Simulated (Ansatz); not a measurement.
`C[SiH2][Se][SiH3]`, 12 atoms. Total charge 0; spin multiplicity 1. Correlated methods include outer-core shells of Se, which these sets cover unevenly. Scalar relativity is left out up to krypton. All runs use 4 threads of an Arm Neoverse V2 on a shared host. Correlated methods freeze the cores.

(1) Give the basis size and wall time and peak host memory of each of these runs in Ansatz. RHF-CCSD(T)/def2-SVP energy; RKS CAM-B3LYP-D4/def2-TZVPP energy; RKS B3LYP-D4/def2-TZVPP energy and forces; RKS B97M-V/def2-TZVPP energy; RKS PBE0-D4/def2-SVP energy; RKS PBE0-D4/def2-TZVP relaxation (5 steps); RHF-CCSD(T)/def2-TZVPP energy; RHF-MP2/def2-QZVPP energy; RKS PBE0-D4/def2-TZVP frequencies; RKS PBE0-D4/def2-QZVPP energy; RKS ωB97M-V/def2-SVP energy; RKS PBE0-D4/def2-TZVPP energy. (An estimate is asked.)

Results:

(1) Ansatz gave: Other jobs shared the machine, so times are rough.

| level | job | functions | wall time | peak host memory (GiB) |
| --- | --- | --- | --- | --- |
| RKS PBE0-D4/def2-SVP | energy | 122 | 1.7 s | 0.54 |
| RKS PBE0-D4/def2-TZVPP | energy | 275 | 5.5 s | 0.9 |
| RKS CAM-B3LYP-D4/def2-TZVPP | energy | 275 | 6 s | 1 |
| RKS ωB97M-V/def2-SVP | energy | 122 | 6.5 s | 0.54 |
| RKS B3LYP-D4/def2-TZVPP | energy and forces | 275 | 8 s | 0.96 |
| RHF-CCSD(T)/def2-SVP | energy | 122 | 9 s | 0.63 |
| RKS B97M-V/def2-TZVPP | energy | 275 | 14 s | 0.52 |
| RKS PBE0-D4/def2-QZVPP | energy | 526 | 15 s | 2.5 |
| RKS PBE0-D4/def2-TZVP | relaxation (5 steps) | 201 | 29 s | 0.64 |
| RHF-MP2/def2-QZVPP | energy | 526 | 36 s | 3.7 |
| RKS PBE0-D4/def2-TZVP | frequencies | 201 | 4.2 min | 0.64 |
| RHF-CCSD(T)/def2-TZVPP | energy | 275 | 4.9 min | 7 |

B3LYP here is the variant with VWN-RPA as its local correlation; programs differ in this.
